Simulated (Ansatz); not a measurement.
Calculated with Ansatz (gas phase, PBE0-D4/def2-TZVP geometries, no zero-point term in ΔE). CCSD(T)/CBS is the MP2 limit (def2-TZVPP, def2-QZVPP) plus CCSD(T) − MP2 in def2-TZVPP, frozen cores. Functionals use def2-TZVPP. B3LYP here is the variant with VWN-RPA as its local correlation; programs differ in this. HSE06 is defined as in plane-wave codes. def2 core potentials past Kr. For Ga, I outer-core shells are correlated without core-valence functions, which leaves a few kJ/mol of doubt a bond. Scalar relativity is left out up to krypton. One conformer a species, not always the lowest.

`CO[SiH](Cl)I` + `[F][GaH][SiH3]` → `CO[SiH]([SiH3])Cl` + `[F][GaH][I]`  (redistribution)

`CO[SiH](Cl)I`:

Cartesian coordinates in Å:
```
C -1.159 -0.117 -0.866
O 0.247 -0.046 -0.706
Si 1.003 0.204 0.705
Cl 0.437 -1.208 2.077
I 3.372 0.060 0.266
H -1.572 -0.964 -0.312
H -1.644 0.803 -0.527
H -1.363 -0.252 -1.928
H 0.679 1.520 1.292
```

`[F][GaH][SiH3]`:

```xyz
7

F    -0.170    1.815   -1.779
Ga   -0.102    0.107   -1.332
Si    0.086   -0.226    1.043
H    -0.182   -0.836   -2.578
H    -1.123    0.322    1.716
H     0.206   -1.670    1.376
H     1.286    0.488    1.555
```

`CO[SiH]([SiH3])Cl`:

Z-matrix (Å, degrees):
```
C
O 1 1.413
H 1 1.096 2 111.4
H 1 1.094 2 110.8 3 -121.3
H 1 1.091 2 108.0 3 119.4
Si 2 1.632 1 124.1 3 50.2
Cl 6 2.070 2 110.4 1 62.3
Si 6 2.334 2 107.6 1 -179.0
H 6 1.488 2 110.1 1 -52.8
H 8 1.485 6 109.5 2 -59.7
H 8 1.487 6 110.2 2 60.9
H 8 1.487 6 108.9 2 -179.4
```

`[F][GaH][I]`:

```xyz
4

F    -1.597   -0.520    0.538
Ga   -0.079   -0.064   -0.199
I     1.575    0.838    1.385
H     0.100   -0.255   -1.724
```

```csv
level,ΔE (kcal/mol),difference from CCSD(T)/CBS
LDA (SPW92),-5.7,0.2
revPBE-D4,-6.0,-0.1
BLYP-D4,-6.2,-0.3
r2SCAN-D4,-6.7,-0.8
B97M-V,-6.4,-0.5
PBE0-D4,-6.7,-0.8
B3LYP-D4,-6.7,-0.8
r2SCANh-D4,-6.9,-1.0
r2SCAN0-D4,-7.1,-1.2
HSE06-D4,-6.7,-0.8
BHLYP-D4,-7.5,-1.6
ωB97X-V,-7.0,-1.1
ωB97M-V,-5.7,0.2
B2PLYP,-7.0,-1.1
PBE-QIDH,-7.1,-1.2
PBE,-6.2,-0.3
revPBE,-6.4,-0.5
BLYP,-6.6,-0.7
r2SCAN,-6.7,-0.8
PBE0,-6.8,-0.9
B3LYP,-7.0,-1.1
r2SCANh,-6.8,-0.9
r2SCAN0,-7.1,-1.2
HSE06,-6.9,-1.0
BHLYP,-7.9,-2.0
LC-ωPBE,-6.6,-0.7
RPA@PBE/def2-TZVPP,-6.9,-1.0
HF/def2-SVP,-10.9,-5.0
MP2/def2-SVP,-9.3,-3.4
CCSD(T)/def2-SVP,-9.7,-3.8
HF/def2-TZVPP,-10.0,-4.1
MP2/def2-TZVPP,-6.5,-0.6
CCSD/def2-TZVPP,-7.5,-1.6
CCSD(T)/def2-TZVPP,-7.3,-1.4
HF/def2-QZVPP,-9.8,-3.9
MP2/def2-QZVPP,-5.6,0.3
SCS-MP2/def2-QZVPP,-6.3,-0.4
HF/CBS(def2),-9.8,-3.9
MP2/CBS(def2),-5.1,0.8
CCSD/CBS(def2),-6.1,-0.2
CCSD(T)/CBS,-5.9,0
```

Largest T1 diagnostic among the species: 0.014.

Leaving LDA and LC-ωPBE aside and taking each functional with its dispersion term where it has one, the values spread over 1.9 kcal/mol, from BHLYP-D4 to ωB97M-V. From BLYP to BHLYP (50 % exact exchange), in def2-TZVPP and without D4, ΔE moves by −1.3 kcal/mol.
